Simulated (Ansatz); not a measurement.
Compare A (`CO[SiH2]O[SiH](O)F`) with its isomer B (`CO[SiH2][Si](O)(O)F`).

Computed with Ansatz on PBE0-D4/def2-TZVP structures; ΔE is electronic, products minus reactants. CCSD(T)/CBS is the MP2 limit (def2-TZVPP, def2-QZVPP) plus CCSD(T) − MP2 in def2-TZVPP, frozen cores. Functionals use def2-TZVPP. B3LYP here is the variant with VWN-RPA as its local correlation; programs differ in this. Each species was taken in one conformer, which may not be the lowest.

(1) Which is lower in electronic energy at CCSD(T)/CBS, and by how much? (Estimate.)

(2) Give E(B) − E(A) in kJ/mol with CCSD(T)/def2-TZVPP, PBE-D4, B2PLYP, PBE0-D4, MP2/def2-TZVPP, HF/def2-TZVPP, B3LYP-D4. (An estimate is asked.)

Largest T1 diagnostic: 0.012.

Results:

(1) Ansatz gave: A, by 152.4 kJ/mol.

(2) Ansatz gave: CCSD(T)/def2-TZVPP 152.9, PBE-D4 121.9, B2PLYP 152.5, PBE0-D4 132.9, MP2/def2-TZVPP 159.4, HF/def2-TZVPP 171.2, B3LYP-D4 146.6. None reverses the order clearly.

In def2-TZVPP, CCSD(T) changes the Hartree–Fock value by −18.2 kJ/mol (the triples alone add −2.4 kJ/mol) and MP2 by −11.7 kJ/mol. From PBE to PBE0 (25 % exact exchange), in def2-TZVPP and without D4, E(B) − E(A) moves by +11.2 kJ/mol.
